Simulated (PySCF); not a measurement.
C₃H₇BS.
SMILES: `C=CBSC`

Torsions of this conformer, `[CH2:1]=[CH:2][BH:3][S:4][CH3:5]`: C1–C2–B3–S4 180°, C2–B3–S4–C5 180°.

The closed-shell ground state was solved at several levels (PySCF, density fitting, gas phase, non-relativistic). Geometry: PBE0-D3(BJ)/def2-SVP, one conformer, isolated molecule.

```csv
level,basis functions,total energy (Eh),HOMO (eV),LUMO (eV),gap (eV),dipole (D)
B3LYP/def2-SVPD,163,-541.3838,-7.04,-1.76,5.28,0.95
PBE0/pcSseg-1,127,-541.2146,-7.27,-1.56,5.71,1.06
```

Problem. Estimate the row for HF/pcSseg-2, a basis of 285 functions; the other rows only guide the guess.

Solution. Total energy -539.9617 Eh, HOMO -9.60 eV, LUMO 1.93 eV, gap 11.53 eV, dipole 1.24 D.

Problem. Over all these levels, which gives the widest orbital gap and which the narrowest?

Solution. HF/pcSseg-2 (Hartree–Fock, all exact exchange) has the widest, 11.53 eV, and B3LYP/def2-SVPD (global hybrid, 20 % exact exchange) the narrowest, 5.28 eV. Functional and basis both differ between the two, so the spread mixes both effects. The HOMO need not be the same orbital at Hartree–Fock and at DFT levels.

Problem. How far do the dipole and the HOMO energy spread over the levels?

Solution. The dipole runs from 0.95 to 1.24 D (mean 1.08 D) and the HOMO from -9.60 to -7.04 eV.
